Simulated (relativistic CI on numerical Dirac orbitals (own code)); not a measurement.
Cu²⁺ in a cubic cluster: 2p photoemission with charge transfer

Computed with a charge-transfer multiplet model of a cubic metal-ligand cluster with up to one ligand hole, Slater and spin-orbit integrals from Dirac-Coulomb-Breit ions, Slater integrals scaled by 0.9. The ground state mixes d9 with configurations of k ligand holes L, whose averages lie at kΔ + k(k − 1)U_dd/2; a core hole lowers each added d electron by U_cd. 300 K, Lorentzian 0.6 eV and Gaussian 0.8 eV FWHM.

Atomic integrals in eV (Slater integrals scaled, ζ unscaled), ground: F2dd 12.450, F4dd 7.768, zeta_d 0.099; with the core hole: F2dd 12.450, F4dd 7.768, zeta_d 0.138, zeta_core 13.377, F2cd 7.943, G1cd 6.088, G3cd 3.464.

Cluster parameters (eV): U_dd = 8.6, U_cd = 11, 10Dq = 0.55, 10Dq(ligand) = 0.9, V(eg) = 2.95, V(t2g) = -1.33, final-state hopping factor = 1.

```csv
Case,n_d,d9,d10L,S
Δ = 2 eV,9.35,0.65,0.35,0.50
Δ = 3 eV,9.29,0.71,0.29,0.50
Δ = 4 eV,9.23,0.77,0.23,0.50
Δ = 5 eV,9.18,0.82,0.18,0.50
Δ = 7 eV,9.12,0.88,0.12,0.50
```

Weights, n_d and S are thermal averages at 300 K. Binding energies count from the first peak over 30 % of the highest in each spectrum, which can be another peak from case to case. The parameters are a model scan and need not match a compound or its usual spin state. Peaks in eV (height, largest 100):
- Δ = 2 eV: 0.0 (100), 9.5 (21), 12.7 (18), 20.1 (49), 31.3 (18)
- Δ = 3 eV: 0.0 (100), 8.7 (25), 10.1 (21), 11.8 (22), 20.1 (49), 30.5 (22)
- Δ = 4 eV: 0.0 (100), 7.9 (27), 9.4 (25), 11.0 (26), 20.1 (49), 29.7 (26)
- Δ = 5 eV: 0.0 (100), 7.3 (28), 8.7 (28), 10.3 (29), 20.2 (49), 28.9 (29)
- Δ = 7 eV: 0.0 (100), 6.2 (24), 7.4 (32), 8.8 (30), 20.2 (48), 27.6 (30)

For the case Δ = 5 eV, Δ = 5 eV is smaller than U_dd = 8.6 eV, the charge-transfer side of the Zaanen-Sawatzky-Allen scheme. With the core hole the configuration with one ligand hole lies at Δ − U_cd = -9.0, -8.0, -7.0, -6.0, -4.0 eV from the one without, in the order of the table; where this is negative the screened configuration lies lower.
